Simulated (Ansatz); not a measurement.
`N#COBO` + `C=NCS` → `OB/C=N/CS` + `N#CO`  (formal exchange of groups at a B–O bond)

Computed with Ansatz on PBE0-D4/def2-TZVP structures; ΔE is electronic, products minus reactants. CCSD(T)/CBS adds triple-zeta CCSD(T) − MP2 to the extrapolated MP2 energy (def2 sets, frozen cores). This one scheme is used for every species. DFT in def2-TZVPP. One conformer a species, not always the lowest.

| level | ΔE (kJ/mol) |
| --- | --- |
| ωB97M-V | 114.2 |
| MP2/def2-QZVPP | 115.5 |

(1) What does CCSD(T)/CBS give? (An estimate is asked.)

Largest T1 diagnostic among the species: 0.015.

## Answers

(1) Ansatz gave: +113.5 kJ/mol. The listed levels differ from it by 0.7, 2.0 kJ/mol.

In def2-TZVPP, CCSD(T) changes the Hartree–Fock value by −14.6 kJ/mol (the triples alone add −2.2 kJ/mol) and MP2 by −13.2 kJ/mol. From PBE to PBE0 (25 % exact exchange), in def2-TZVPP and without D4, ΔE moves by +4.3 kJ/mol.
